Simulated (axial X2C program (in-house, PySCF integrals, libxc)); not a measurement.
The numbers below are computed, except where a source is named.
# SeF⁺: input and output

Program: an in-house relativistic program for diatomic molecules.

Input file and command:
```json
{"zs": [34, 9], "q": 1, "bas": ["dyall-cv3z", "dyall-av3z"], "levels": ["PBE0", "HF", "BP86"], "cc": true, "r0": 1.8, "thr": -2.0, "nmax": 90, "npts": 10, "nst": 2, "ntry": 6}
```
```bash
python so2c.py task.json out
```

Keys: zs atomic numbers; q charge; bas basis sets; levels methods; cc coupled cluster on or off; r0 starting distance in Å; thr threshold in hartree for freezing inner shells (an s shell follows its p shell); nmax most natural virtual spinors; npts points on the curve; nst determinants followed; ntry starts of the search. HF also brings MP2.

Output of the PBE0 step, two-component, at R = 1.663 Å for the state Ω = 1. It starts from the PBE0 orbitals of the search at 1.663 Å.

```
two-component X2C + atomic mean field  PBE0
basis functions 156  fitting functions 863  grid points 5074
iter        total energy     max residual
   1      -2528.327209832     1.95e-05
   2      -2528.327209842     8.74e-06
   3      -2528.327209843     4.20e-06
converged
one-electron -3695.46768046  Coulomb 1169.08660479  exact exchange -24.15197864  xc functional -74.26312401  nuclear repulsion 97.37115246  atomic mean-field constant -0.90218397
```
Energies are in hartree; totals compare only within one Hamiltonian and basis.
